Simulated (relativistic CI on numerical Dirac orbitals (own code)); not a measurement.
## Fe3+ in a cubic cluster: 2p photoemission with charge transfer

Computed with a charge-transfer multiplet model of a cubic metal-ligand cluster with up to one ligand hole, Slater and spin-orbit integrals from Dirac-Coulomb-Breit ions, Slater integrals scaled by 0.7. The ground state mixes d5 with configurations of k ligand holes L, whose averages lie at kΔ + k(k − 1)U_dd/2; a core hole lowers each added d electron by U_cd. 300 K, Lorentzian 0.6 eV and Gaussian 0.8 eV FWHM.

Atomic integrals in eV (Slater integrals scaled, ζ unscaled), ground: F2dd 8.389, F4dd 5.243, zeta_d 0.056; with the core hole: F2dd 9.601, F4dd 6.036, zeta_d 0.083, zeta_core 8.126, F2cd 5.696, G1cd 4.365, G3cd 2.483.

Cluster parameters (eV): U_dd = 5.5, U_cd = 6.4, 10Dq = 1.6, 10Dq(ligand) = 1.4, V(eg) = 2.9, V(t2g) = -1.37, final-state hopping factor = 1.

```csv
Case,n_d,d5,d6L,S
Δ = 3.7 eV,5.24,0.76,0.24,2.49
Δ = 4.7 eV,5.21,0.79,0.21,2.49
Δ = 7.7 eV,5.14,0.86,0.14,2.50
```

Weights, n_d and S are thermal averages at 300 K. Binding energies count from the first peak over 30 % of the highest in each spectrum, which can be another peak from case to case. The parameters are a model scan and need not match a compound or its usual spin state. Peaks in eV (height, largest 100):
- Δ = 3.7 eV: 0.0 (100), 5.7 (12), 9.5 (10), 10.7 (9), 13.7 (47), 14.8 (48), 24.3 (5)
- Δ = 4.7 eV: 0.0 (100), 4.2 (17), 6.0 (11), 9.6 (9), 10.8 (9), 13.7 (46), 14.9 (48)
- Δ = 7.7 eV: 0.0 (100), 0.9 (82), 5.2 (16), 10.5 (7), 13.8 (48), 14.9 (48)

Curve for Δ = 7.7 eV (points under 2 left out, the grid thinned):

| E (eV) | Intensity |
| --- | --- |
| -3.3 | 2.1 |
| -2.7 | 3.0 |
| -2.1 | 4.8 |
| -1.6 | 8.1 |
| -1.0 | 22.3 |
| -0.4 | 74.4 |
| 0.2 | 95.9 |
| 0.8 | 81.5 |
| 1.4 | 69.2 |
| 1.9 | 54.6 |
| 2.5 | 48.7 |
| 3.1 | 27.0 |
| 3.7 | 14.1 |
| 4.3 | 13.6 |
| 4.8 | 15.6 |
| 5.4 | 15.9 |
| 6.0 | 11.5 |
| 6.6 | 9.3 |
| 7.2 | 8.2 |
| 7.8 | 6.8 |
| 8.3 | 5.7 |
| 8.9 | 5.6 |
| 9.5 | 5.8 |
| 10.1 | 6.6 |
| 10.7 | 7.0 |
| 11.2 | 6.8 |
| 11.8 | 8.0 |
| 12.4 | 10.8 |
| 13.0 | 23.5 |
| 13.6 | 46.1 |
| 14.2 | 43.8 |
| 14.7 | 46.9 |
| 15.3 | 44.3 |
| 15.9 | 24.7 |
| 16.5 | 12.1 |
| 17.1 | 9.1 |
| 17.6 | 8.2 |
| 18.2 | 5.7 |
| 18.8 | 3.3 |
| 19.4 | 2.3 |
| 20.0 | 2.2 |
| 23.9 | 2.4 |
| 24.4 | 2.5 |
| 25.0 | 2.9 |
| 25.6 | 2.1 |

For the case Δ = 4.7 eV, Δ = 4.7 eV is smaller than U_dd = 5.5 eV, the charge-transfer side of the Zaanen-Sawatzky-Allen scheme. With the core hole the configuration with one ligand hole lies at Δ − U_cd = -2.7, -1.7, 1.3 eV from the one without, in the order of the table; where this is negative the screened configuration lies lower, though the effective hopping of about 4.6 eV (from the holes of the mixed ground state) mixes the two strongly wherever it is as large as the gap.

With at most 1 ligand hole the space is cut while the next configuration still counts, so covalency is underestimated, and a final configuration with one more ligand hole, which can lie low, is missing from the spectra.
